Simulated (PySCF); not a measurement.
BrClFHOSi, SMILES Cl[Si](O)(Br)F. Coordinates come from a B3LYP-D3(BJ)/def2-SVP optimisation. This is a generated structure with no PubChem entry under its InChIKey; it may be hypothetical. One conformer was computed; it need not be the lowest.

Computed equilibrium geometry at B3LYP-D3(BJ)/def2-SVP (PySCF confirms it by a frequency run) as a Z-matrix (one conformer of several):
```
Si
F 1 1.6115
O 1 1.6348 2 110.79
H 3 0.9655 1 118.22 2 75.60
Cl 1 2.0358 2 108.27 3 -118.04
Br 1 2.2117 2 106.68 3 121.75
```
Charge 0, spin multiplicity 1.
